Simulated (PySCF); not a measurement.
Species: C4H14Si4.
Numbering: `[CH3:1][Si@H:2]1[SiH2:3][Si@H:4]([CH:5]2[CH2:6][CH2:7]2)[SiH2:8]1`

Geometry (PBE0-D3(BJ)/def2-SVP, Å), atoms numbered from 1 in this order:
```xyz
22
C4H14Si4 angstrom
C     -3.8605    0.1102   -0.5397
Si    -1.9988   -0.1765   -0.4687
Si    -0.5627    1.6533   -0.0331
Si     0.8466    0.1723    1.1596
C      2.0829   -0.6376    0.0064
C      1.8395   -0.7068   -1.4824
C      2.9140    0.1819   -0.9511
Si    -1.0580   -1.1995    1.4471
H     -4.3979   -0.8480   -0.6084
H     -4.1980    0.6331    0.3675
H     -4.1292    0.7225   -1.4142
H     -1.5228   -0.8996   -1.6939
H     -1.2351    2.5816    0.9341
H     -0.0041    2.4604   -1.1652
H      1.5123    0.6970    2.3942
H      2.5881   -1.5121    0.4336
H      2.1307   -1.6244   -2.0004
H      0.9356   -0.2428   -1.8905
H      2.7528    1.2642   -0.9837
H      3.9551   -0.1173   -1.1005
H     -0.8818   -2.6863    1.4726
H     -1.8367   -0.7875    2.6617
```

Theory: delta-SCF UKS SCAN, pcX-2 on the ionised atom, pcseg-1 elsewhere, spin-free X2C (PySCF 2.14.0). Each 1s hole has a ground state of its own, since the core basis sits on the ionised atom alone.

```csv
ionised atom,basis functions,E(ground) (Eh),binding energy (eV)
C1,229,-1321.04715,290.010
C5,229,-1321.04934,290.000
C6,229,-1321.04876,290.485
Si2,240,-1321.09877,1845.398
Si3,240,-1321.09704,1845.355
Si4,240,-1321.09901,1845.321
```

Question: Fill in the total energy of each core-ionised state.

Answer: With binding energy = E(ionised) − E(ground) and 27.2114 eV a hartree:

| atom | binding energy (Eh) | E(ionised) (Eh) |
| --- | --- | --- |
| C1 | 10.6577 | -1310.3895 |
| C5 | 10.6573 | -1310.3920 |
| C6 | 10.6751 | -1310.3736 |
| Si2 | 67.8171 | -1253.2816 |
| Si3 | 67.8155 | -1253.2815 |
| Si4 | 67.8143 | -1253.2847 |

Question: How much do the ground-state energies differ, and what would follow from using one of them for all holes?

Answer: They run from -1321.0990 Eh (core basis on Si4) to -1321.0472 Eh (on C1), 0.0518 Eh or 1.41 eV apart, though the state is the same; only basis and grid differ. Pairing the ion of C1 with the ground state of Si4 would put its binding energy 1.41 eV too high.

The listed C 1s values span 0.48 eV, from C5 (bonded to 2 C, H and Si) to C6/C7 (bonded to 2 C and 2 H). The values 290.00 and 290.01 eV lie too close for their order to be trusted.

Only 1s holes are shown. Topologically equivalent atoms share the value of their first member; where this conformer doesn't relate them by symmetry, their own values could differ. Isolated species at its PBE0-D3(BJ)/def2-SVP geometry (one conformer only).
